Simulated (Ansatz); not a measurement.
Cl⁻ ··· CH6Si

The pair of Cl⁻ (SMILES [Cl-], atom 1) and CH6Si (SMILES C[SiH3], atoms 2–9), both closed shells, in one local arrangement (a lower one may exist), relaxed at PBE0-D4/def2-TZVPD:

```json
{"atom": "Cl1", "x (Å)": "-0.6602", "y (Å)": "-0.1974", "z (Å)": "-2.6789"}
{"atom": "C2", "x (Å)": "-0.2133", "y (Å)": "0.9832", "z (Å)": "0.4165"}
{"atom": "Si3", "x (Å)": "0.3040", "y (Å)": "-0.7995", "z (Å)": "0.1432"}
{"atom": "H4", "x (Å)": "-0.6010", "y (Å)": "1.3870", "z (Å)": "-0.5187"}
{"atom": "H5", "x (Å)": "0.6444", "y (Å)": "1.5749", "z (Å)": "0.7514"}
{"atom": "H6", "x (Å)": "-0.9829", "y (Å)": "1.0351", "z (Å)": "1.1930"}
{"atom": "H7", "x (Å)": "-0.7984", "y (Å)": "-1.7603", "z (Å)": "-0.1014"}
{"atom": "H8", "x (Å)": "0.8162", "y (Å)": "-1.2221", "z (Å)": "1.5165"}
{"atom": "H9", "x (Å)": "1.4912", "y (Å)": "-1.0009", "z (Å)": "-0.7217"}
```

Computed with Ansatz 0.2.0 (basis: def2-TZVPPD, with def2-QZVPPD for the basis limit); correlated methods freeze the cores. B3LYP uses VWN-RPA correlation. Extrapolation: Hartree–Fock as exp(−7.88 √X), correlation as X^−2.97. Interaction energies count from these two fragments, frozen as in the pair, with the counterpoise correction; negative means bound.

Question: What is the interaction energy by CCSD(T) at an estimated basis limit (MP2 extrapolated from triple and quadruple zeta, plus CCSD(T) − MP2 in triple zeta)? (An estimate is asked for; the value comes from the calculation.)

Answer: Computed: -49.9 kJ/mol. Hartree–Fock alone gives -26.2 kJ/mol at the basis limit. It counts from the two fragments frozen as in the pair.

The same quantity by other methods in triple zeta, and each one's difference from that estimate:
```csv
method,E_int (kJ/mol),difference
PBE-D4,-53.1,-3.3
revPBE-D4,-55.3,-5.5
BLYP-D4,-49.1,0.8
r2SCAN-D4,-50.4,-0.6
B97M-V,-50.2,-0.4
PBE0-D4,-52.1,-2.3
B3LYP-D4,-48.9,0.9
HSE06-D4,-51.9,-2.0
wB97X-V,-47.7,2.1
wB97M-V,-50.5,-0.7
B2PLYP,-39.7,10.2
HF,-25.5,24.4
MP2,-46.1,3.8
CCSD,-41.4,8.4
CCSD(T),-44.3,5.5
```
Differences are method less estimate.

Question: Which atoms make the shortest contact between the fragments?

Answer: Cl1 and H4, 2.68 Å apart.

Energy to bend the free fragments (PBE0-D4 minima) into their shapes in the pair, CCSD(T)/def2-TZVPPD: CH6Si 14.1 kJ/mol. This must be added to the interaction energy to get the binding energy from relaxed fragments.

Basis-set superposition shift (counterpoise-corrected less uncorrected): CCSD(T) 4.9; MP2 4.6; HF 0.4; PBE0-D4 0.5; wB97M-V 0.5 kJ/mol.

The T1 diagnostic stays at or below 0.011.

For scale, one of the runs: CCSD(T)/def2-TZVPPD, 238 basis functions, launched by `ansatz run in.yaml --threads 4 --pin off --events-out ev --progress --plain --max-ram 9574MiB`. The run took 57 s on 4 CPU threads of an Arm Neoverse V2 (shared host), with 4.2 GiB of host memory at its peak.
